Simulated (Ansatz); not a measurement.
Name a neutral molecule of F, N, O, Si and H with HOMO–LUMO gap (ωB97M-V/def2-TZVPP) between 12.00 and 12.30 eV and HOMO–LUMO gap (PBE0/def2-TZVPP) between 8.10 and 8.40 eV (Ansatz, PBE0-D4/def2-TZVP geometry).

`N[SiH2]O[SiH](N)F` (12.15 eV, 8.27 eV); `N[Si@H](O)N[Si@@H](N)F` (12.12 eV, 8.31 eV); `N[SiH2]O[Si](N)(F)F` (12.13 eV, 8.23 eV). Other molecules can fit too; these were computed, each in one conformer that needn't be the lowest.
